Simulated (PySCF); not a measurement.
# What a mistake does to a calculation on AlBGeH5O

These are calculations, not measurements. They come from PySCF 2.14.0, an open-source quantum chemistry program, on an isolated molecule that a program drew, which may never have been made. The molecule is AlBGeH5O (charge 0, doublet), drawn as the SMILES string `[OH][GeH2][BH][AlH]`.

Each row is a Hartree-Fock (HF) and frozen-core CCSD(T) single point in the cc-pV(D+d)Z basis, meant for a local HF minimum. Run 1 is clean. Each other run has one planted mistake out of seven kinds, and not every kind appears here: one electron removed, one electron added, multiplicity raised by two, geometry at a saddle point, minimal basis STO-3G, one bond length entered in bohr, all coordinates scaled. The reference is restricted for singlets and unrestricted otherwise, and also for a bond in bohr. Adding or removing an electron swaps singlet and doublet. Electrons count all cores. HOMO and LUMO are orbital energies over both spins, the gradient is its largest component, and the lowest frequency (negative if imaginary) is given only where the gradient is small. Bond lengths are over the 8 bonds as drawn. T1 is the CCSD diagnostic: over 0.02 (restricted) or 0.045 (unrestricted) a single reference is doubtful. Germanium has the cc-pVDZ-PP basis, with a core potential (ECP10MDF) in place of its 10 inner electrons, and its 3s, 3p and 3d shells are frozen in CCSD(T).

Geometry of the clean run:
```xyz
9
AlBGeH5O, angstrom
O    -0.8744    0.3143    2.0709
Ge   -0.7499   -0.4856    0.4713
B     1.1514   -1.2745    0.1298
Al    2.2302   -1.1500   -1.6852
H    -0.5064   -0.1841    2.7858
H    -1.1790    0.6168   -0.4994
H    -1.7785   -1.6317    0.4041
H     1.7146   -1.7328    1.0912
H     2.2242   -2.1548   -2.9156
```

| run | electrons | basis functions | <S^2> | HOMO (eV) | LUMO (eV) | gradient (hartree/bohr) | lowest frequency (cm^-1) | mean bond (Å) | longest bond (Å) | T1 | HF (hartree) | CCSD(T) (hartree) | mistake |
|---|---|---|---|---|---|---|---|---|---|---|---|---|---|
| 1 | 63 | 99 | 0.816 | -7.87 | 0.50 | 3.3e-05 | 41 | 1.6007 | 2.115 | 0.0283 | -637.69945 | -638.17453 | no fault |
| 2 | 63 | 99 | 1.502 | -8.10 | 0.42 | 1.7e-02 | - | 1.7347 | 2.277 | 0.0594 | -637.58974 | -638.06375 | one bond length entered in bohr |
| 3 | 62 | 99 | 0.000 | -14.96 | -6.36 | 3.0e-02 | - | 1.6007 | 2.115 | 0.0200 | -637.43844 | -637.90622 | one electron removed |
| 4 | 63 | 99 | 0.823 | -7.79 | 0.62 | 1.0e-01 | - | 1.4694 | 1.942 | 0.0297 | -637.63727 | -638.10501 | ? |
| 5 | 63 | 99 | 3.781 | -7.18 | -1.49 | 3.4e-02 | - | 1.6007 | 2.115 | 0.0294 | -637.60744 | -638.07309 | ? |

**Which mistake was planted in run 4, and what did it cost?**

The mean and the longest bond both change by the same factor, 0.918, and the gradient is no longer small. So the mistake is: all coordinates scaled. Subtracting run 1 and multiplying by 627.51 kcal/mol a hartree, the energy moved by 39.0 kcal/mol in HF and 43.6 kcal/mol in CCSD(T).

**Which mistake was planted in run 5, and what did it cost?**

Electrons, basis and geometry are unchanged, and <S^2> is 3.781, beside S(S+1) = 3.75 for a multiplicity of 4. So the mistake is: multiplicity raised by two. Subtracting run 1 and multiplying by 627.51 kcal/mol a hartree, the energy moved by 57.7 kcal/mol in HF and 63.7 kcal/mol in CCSD(T).

Cautions from the logs. Run 2: T1 is over the limit, so its CCSD(T) energy is less reliable.
